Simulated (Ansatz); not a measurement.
A single point on C2H7BrN2Si (`C=C[Si](N)(N)Br`).

```yaml
crystal:
  periodic: [false, false, false]
  atoms:
    - {symbol: C, position_ang: [0.793479, -1.849477, -0.724476]}
    - {symbol: C, position_ang: [-0.161370, -0.952024, -0.956342]}
    - {symbol: Si, position_ang: [-0.505157, 0.487544, 0.159308]}
    - {symbol: N, position_ang: [0.042738, 2.029752, -0.314378]}
    - {symbol: N, position_ang: [0.184138, 0.144291, 1.675659]}
    - {symbol: Br, position_ang: [-2.745138, 0.720605, 0.141876]}
    - {symbol: H, position_ang: [0.985140, -2.677516, -1.401483]}
    - {symbol: H, position_ang: [1.429705, -1.790230, 0.153996]}
    - {symbol: H, position_ang: [-0.765024, -1.057343, -1.856016]}
    - {symbol: H, position_ang: [-0.549869, 2.633938, -0.857602]}
    - {symbol: H, position_ang: [1.021437, 2.192744, -0.488118]}
    - {symbol: H, position_ang: [0.055363, -0.759533, 2.101046]}
    - {symbol: H, position_ang: [0.214568, 0.877259, 2.366540]}
basis:
  gaussian: {orbitals: def2-QZVPP}
correlation: {method: mp2}
```

```sh
$ ansatz run in.yaml --threads 2 --pin off --events-out ev --progress --plain --max-ram 22528MiB --backend cuda --devices 0, --max-vram 18GiB
```

Shortened log:

```
Functional definition: HF
3608 factors; integrals over basis functions are off by at most 8.7e-4 eV
mean field evaluation 1: about -82997.8476 eV, gradient 5.2e1 eV
mean field evaluation 2: about -82997.9965 eV, gradient 5.3e1 eV
mean field evaluation 4: about -83003.7935 eV, gradient 4.2e0 eV
mean field evaluation 8: about -83003.8588 eV, gradient 2.6e-1 eV
mean field -83003.85901750 eV, -3050.3355568568 hartree, gradient 2.3e-6 eV, S^2 0.000000; 0 other end points of the search recorded, 0 dependent functions left out
18 core orbitals not correlated: weight in the atoms' cores, before any rotation towards them, 1.000 or more for the frozen orbitals, at most 0.000 for the correlated occupied ones
reference -83003.85901750 eV, -3050.3355568568 hartree; 23, 23 occupied and 556, 556 virtual orbitals, 3608 factors
second order -41.42566022 eV of doubles, -0.00000000 eV of singles
Total energy: -83045.28467772 eV, -3051.8579217906 hartree
```

Run time 4.9 s (2 threads of an AMD EPYC 7R13 on a shared host and a share of an NVIDIA H100 80 GB); peak host memory 1.2 GiB.
